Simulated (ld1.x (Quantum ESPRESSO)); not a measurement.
# Plane-wave convergence, TM potential for As

```
Element                 : As
Generator               : ld1.x (Quantum ESPRESSO) 7.5
Type                    : norm-conserving Troullier–Martins (Kleinman–Bylander form)
Functional              : LDA (PZ)
Relativity              : scalar-relativistic
Frozen core             : [Ne]
Valence charge          : 23
Reference configuration : 3s2 3p6 3d10 4s2 4p3
Partial waves           : 3s (bound): rc 0.80 bohr; 3p (bound): rc 0.70 bohr; 3d (bound): rc 1.15 bohr
Local potential         : all-electron potential smoothed inside 0.70 bohr (lloc = -1)
Core correction         : none
```

Occupied shells without a wave of their own: 4p, 4s. They enter only through the test configuration that unscreens the potential.

The pseudo-atom Hamiltonian at the reference potential is diagonalised in spherical Bessel functions j_l(qr) that vanish at 20 bohr, with q² up to the cutoff. All-electron valence levels (Ry): 3s -13.9278, 4s -1.0806, 3p -9.8057, 4p -0.3930, 3d -3.0056.

How do the lowest levels (Ry) of each channel move with the cutoff, and are there ghosts?

| cutoff (Ry) | s #1 | s #2 | p #1 | p #2 | p #3 | d #1 | f #1 | Σ f·Δε (mRy) |
| --- | --- | --- | --- | --- | --- | --- | --- | --- |
| 8 | -9.9013 | -0.5320 | -2.0886 | -0.0213 | 0.0705 | 0.0603 | 0.1139 | 87324.2 |
| 15 | -12.3723 | -0.8267 | -4.1431 | -0.0904 | 0.0518 | 0.0573 | 0.1139 | 69228.8 |
| 25 | -13.4129 | -1.0427 | -6.2799 | -0.1792 | 0.0416 | 0.0452 | 0.1139 | 53507.5 |
| 35 | -13.5242 | -1.1032 | -7.7953 | -0.2559 | 0.0360 | -0.0175 | 0.1139 | 43213.9 |
| 50 | -13.5639 | -1.1109 | -8.9682 | -0.3276 | 0.0319 | -0.3199 | 0.1139 | 32842.4 |
| 70 | -13.7180 | -1.1140 | -9.5920 | -0.3743 | 0.0296 | -1.0233 | 0.1139 | 21612.1 |
| 100 | -13.8735 | -1.1197 | -9.7874 | -0.3931 | 0.0287 | -2.1857 | 0.1139 | 8436.7 |
| 140 | -13.9105 | -1.1204 | -9.7956 | -0.3947 | 0.0286 | -2.8933 | 0.1139 | 1231.4 |
| 180 | -13.9132 | -1.1223 | -9.7997 | -0.3947 | 0.0286 | -2.9968 | 0.1139 | 162.1 |
| 260 | -13.9263 | -1.1260 | -9.8056 | -0.3949 | 0.0286 | -3.0050 | 0.1139 | 11.2 |
| 400 | -13.9276 | -1.1263 | -9.8059 | -0.3949 | 0.0286 | -3.0056 | 0.1139 | 0.0 |

Result: no extra level below or beside the all-electron valence levels (s, p, d, f tested); 10 mRy is reached at 300 Ry and 1 mRy at over 300 Ry.

The potential misses its own reference levels by up to 0.6 eV. Its largest configuration-test error is -624 meV.
